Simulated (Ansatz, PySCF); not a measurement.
Pair of molecules: NH3 (SMILES N) (first 4 atoms) with HF (SMILES F); geometry from B3LYP-D3(BJ)/def2-TZVP.
(charge 0, multiplicity 1):
```xyz
6

N      0.038     0.177     0.305
H     -0.239    -0.740    -0.027
H     -0.600     0.857    -0.092
H      0.965     0.372    -0.057
F      0.010     0.276     2.941
H      0.020     0.240     1.979
```

Counterpoise-corrected where a basis set is named; no monomer relaxation. Rows marked so take none.

Rows in 3-21G carry no dispersion term and start afresh at each structure.

Codes used: Ansatz (Gaussian basis) for Hartree–Fock, density functionals and correlated methods; PySCF for 3-21G rows. 

Problem. One of these levels gives -21.35 kcal/mol for the interaction energy. Which one is it?
(A) PBE/def2-TZVPPD
(B) HF/aug-cc-pVTZ
(C) B3LYP/3-21G (no counterpoise)

Solution. C, B3LYP/3-21G (no counterpoise). The others give -11.64 (HF/aug-cc-pVTZ), -14.74 (PBE/def2-TZVPPD)

Ansatz is a quantum-chemistry and plane-wave program.
